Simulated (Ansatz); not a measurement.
Several settings on one geometry of Hf₂P₂ (the lowest singlet isomer of a short search) (that of the charge 0 singlet, PBE-D4/def2-SVP). Ansatz on 4 threads of Arm Neoverse N1 on a shared host; times are rough.

```xyz
4

Hf    0.850    0.229    1.131
Hf   -0.264   -0.922   -1.064
P     0.857    1.219   -1.074
P    -1.443   -0.526    1.008
```

Totals from different functionals, basis sets or treatments of relativity can't be compared as stabilities.

In the def2 sets Hf takes a core potential; there is no spin–orbit coupling. B3LYP takes the VWN-RPA correlation.

The spins typed aren't always the lowest for that charge.

**Question.** Give the basis size and estimate the energy, ⟨S²⟩ and time of these runs.

```csv
run,method,charge,state,further keys
1,RKS revPBE0/def2-TZVP,0,singlet,scf: {omitted_lower_state_checks: [starts]}
2,UKS B3LYP-D3(BJ)-ATM/def2-SVPD,1,doublet,scf: {omitted_lower_state_checks: [starts]}; forces asked
3,RKS LDA (SPW92)/def2-mTZVPP,0,singlet,scf: {lower_state_search: off}; forces asked
```

**Answer.** 
```tsv
run	functions	energy (Eh)	⟨S²⟩	wall time
1	154	-778.6196	–	3.8 s
2	118	-778.3180	0.75	9 s
3	126	-775.9888	–	1.4 s
```

The restricted singlet is unstable towards broken spin symmetry at other levels; at RKS revPBE0/def2-TZVP, RKS LDA (SPW92)/def2-mTZVPP this wasn't settled.
